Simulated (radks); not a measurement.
Results of a calculation; reference values are marked as such.
All-electron atom: K4+ in [Ne] 3s2 3p3. Level of theory: scalar-relativistic Kohn-Sham, LDA (Slater exchange, Perdew-Wang correlation), spin-unpolarised, spherical densities, finite nucleus; Fermi nuclear charge, rms radius 3.4349 fm (a radial shooting solver on a logarithmic mesh with Libxc functionals).

Normalised radial functions P(r) = r R(r), r in bohr:

| r | 2s | 3s |
|---|---|---|
| 0.004743 | 0.2059 | 0.0783 |
| 0.005981 | 0.2529 | 0.0962 |
| 0.007543 | 0.3087 | 0.1174 |
| 0.009513 | 0.3735 | 0.1420 |
| 0.01209 | 0.4500 | 0.1710 |
| 0.01525 | 0.5311 | 0.2018 |
| 0.01923 | 0.6156 | 0.2337 |
| 0.02426 | 0.6967 | 0.2642 |
| 0.03059 | 0.7635 | 0.2889 |
| 0.03889 | 0.8006 | 0.3018 |
| 0.04904 | 0.7840 | 0.2936 |
| 0.06185 | 0.6910 | 0.2552 |
| 0.07799 | 0.4983 | 0.1775 |
| 0.09836 | 0.1916 | 0.0555 |
| 0.124 | -0.2224 | -0.1068 |
| 0.1577 | -0.7213 | -0.2959 |
| 0.1989 | -1.1915 | -0.4587 |
| 0.2508 | -1.5438 | -0.5450 |
| 0.3163 | -1.6808 | -0.4967 |
| 0.3989 | -1.5593 | -0.2792 |
| 0.503 | -1.2234 | 0.0891 |
| 0.6395 | -0.7806 | 0.5354 |
| 0.8064 | -0.4041 | 0.8889 |
| 1.017 | -0.1606 | 1.0366 |
| 1.283 | -0.0462 | 0.9344 |
| 1.617 | -0.0089 | 0.6579 |
| 2.04 | -0.0011 | 0.3537 |
| 2.593 | -0.0001 | 0.1334 |
| 3.27 | 0.0000 | 0.0352 |
| 4.124 | 0.0000 | 0.0058 |

2s: eigenvalue -415.66 eV, 1 radial node at r = 0.110 bohr, <r> = 0.388 bohr, 90 % of the charge inside 0.605 bohr. 3s: eigenvalue -89.388 eV, 2 radial nodes at r = 0.107, 0.478 bohr, <r> = 1.17 bohr, 90 % of the charge inside 1.73 bohr.
